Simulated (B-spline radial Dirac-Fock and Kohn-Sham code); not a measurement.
**Form factor and incoherent scattering function of Re³³⁺**

System: Re³³⁺, [Kr] 4d6.

Calculated with a radial atomic solver, using Dirac-Fock densities. f₀ is the Fourier transform of the spherical electron density, S the Waller-Hartree incoherent function, and s = sin θ/λ.

| s (Å⁻¹) | f₀ | S |
| --- | --- | --- |
| 0 | 42.000 | 0.000 |
| 0.08 | 41.831 | 0.145 |
| 0.1 | 41.737 | 0.226 |
| 0.12 | 41.622 | 0.324 |
| 0.14 | 41.487 | 0.439 |
| 0.16 | 41.332 | 0.570 |
| 0.19 | 41.063 | 0.797 |
| 0.23 | 40.639 | 1.152 |
| 0.27 | 40.144 | 1.562 |
| 0.31 | 39.583 | 2.021 |
| 0.37 | 38.629 | 2.788 |
| 0.43 | 37.557 | 3.631 |
| 0.51 | 35.984 | 4.836 |
| 0.6 | 34.076 | 6.251 |
| 0.71 | 31.648 | 7.994 |
| 0.84 | 28.795 | 9.997 |
| 0.98 | 25.914 | 12.031 |
| 1.16 | 22.687 | 14.439 |
| 1.36 | 19.821 | 16.855 |
| 1.61 | 17.172 | 19.505 |
| 1.89 | 15.014 | 21.993 |
| 2.23 | 12.923 | 24.437 |
| 2.62 | 10.798 | 26.705 |

f₀ starts at the number of electrons, 42, and has fallen to half at s ≈ 1.28 Å⁻¹. The sum of ⟨r²⟩ over the electrons is 3.591 bohr².
